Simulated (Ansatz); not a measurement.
(ClBe-mu-F)2 (Be₂Cl₂F₂). The state is a triplet with charge 0. Geometry r2SCAN-D4/def2-SVP, that of the neutral singlet; atoms count from 1.

```xyz
6

Be    0.8742   -0.3364    0.6336
Cl    2.2930   -0.8790    1.6578
F     0.1325   -0.8912   -0.6560
Be   -0.8751    0.3357   -0.6327
Cl   -2.2903    0.8812   -1.6605
F    -0.1344    0.8897    0.6578
```

At PBE0-D4/def2-TZVP a singlet of charge 0 lies 7.51 eV below the triplet at the same geometry.

Estimate the Mulliken populations from the PBE0/def2-TZVP orbitals of Ansatz.


```
atom  charge (e)  spin (α − β)
 Be1        0.04          0.51
 Cl2        0.12          0.50
  F3       -0.17         -0.01
 Be4        0.04          0.51
 Cl5        0.12          0.50
  F6       -0.17         -0.01
```
Mulliken values and Mayer orders depend strongly on the basis.

Where does the spin sit?

Summed by element: Be 1.01, Cl 1.00, F -0.01, of 2 unpaired in all. Largest on single atoms: Be4 0.51, Be1 0.51, Cl5 0.50.

And the Mayer bond orders between bonded heavy atoms (over 0.3)?

Be1–Cl2 0.99 (1.83 Å); Be1–F3 0.66 (1.59 Å); Be1–Be4 0.51 (2.26 Å); Be1–F6 0.66 (1.59 Å); F3–Be4 0.66 (1.59 Å); Be4–Cl5 0.99 (1.83 Å); Be4–F6 0.66 (1.59 Å). Values over 0.3 also appear between atoms too far apart for a bond (Cl2–Cl5 0.44 at 5.93 Å); they arise where an orbital or an unpaired electron spreads over both atoms.
